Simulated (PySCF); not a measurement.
Harmonic spectrum computed at PBE0 in the def2-TZVP basis family (core potentials from Rb on, PySCF, no spin–orbit coupling):

| symmetry | ω (cm⁻¹) | IR (km/mol) |
| --- | --- | --- |
| a'' | 545 | 4.6 |
| a' | 563 | 12.4 |
| a' | 570 | 49.7 |
| a' | 638 | 2.9 |
| a'' | 2274 | 16.8 |
| a' | 2301 | 43.6 |

Which molecule gave it? In each, all ligands are bound to the one heavy central atom.
A. H₂TcS (quartet)
B. H₂OsS (triplet)
C. H₂WS (triplet)
D. H₂PtS (singlet)
E. H₂IrS (doublet)

B. It has Cs symmetry with Os–H 1.584 Å (×2), Os–S 2.054 Å.
